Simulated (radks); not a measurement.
Results of a calculation; reference values are marked as such.
Species: Sn III. Configuration: [Kr] 4d10 5s2. Code: a radial shooting solver on a logarithmic mesh with Libxc functionals. Model: scalar-relativistic Kohn-Sham, r2SCAN, spin-polarised, spherical densities, finite nucleus; meta-GGA in the generalised Kohn-Sham scheme; Fermi nuclear charge, rms radius 4.6519 fm.

Local quantities along the radius. ELF = 1/(1 + alpha^2) is the electron localisation function; alpha = (tau - tau_W)/tau_unif compares the Pauli kinetic energy density with that of the uniform gas (summed over spins). tau is taken from the large components.

r (bohr),ELF,alpha
0.001759,0.999,0.02355
0.002347,0.999,0.02482
0.003105,0.999,0.02707
0.004108,0.999,0.03083
0.005436,0.999,0.03704
0.007192,0.998,0.04759
0.009517,0.996,0.06650
0.01269,0.989,0.1048
0.01679,0.967,0.1854
0.02222,0.878,0.3735
0.0294,0.611,0.7980
0.0389,0.343,1.385
0.05147,0.367,1.315
0.06865,0.628,0.7703
0.09083,0.757,0.5658
0.1202,0.614,0.7928
0.159,0.324,1.444
0.2104,0.471,1.059
0.2784,0.747,0.5816
0.3713,0.678,0.6897
0.4913,0.209,1.946
0.65,0.452,1.102
0.8601,0.765,0.5546
1.138,0.649,0.7362
1.518,0.358,1.339
2.008,0.278,1.613
2.657,0.456,1.092
3.516,0.627,0.7708
4.652,0.567,0.8736
6.155,0.173,2.189

On this mesh the ELF has minima near r = 0.045, 0.16, 0.56, 2.0 bohr, which separate the shells, and maxima near 0.091 (0.76), 0.32 (0.77), 0.86 (0.76), 4.1 (0.63).
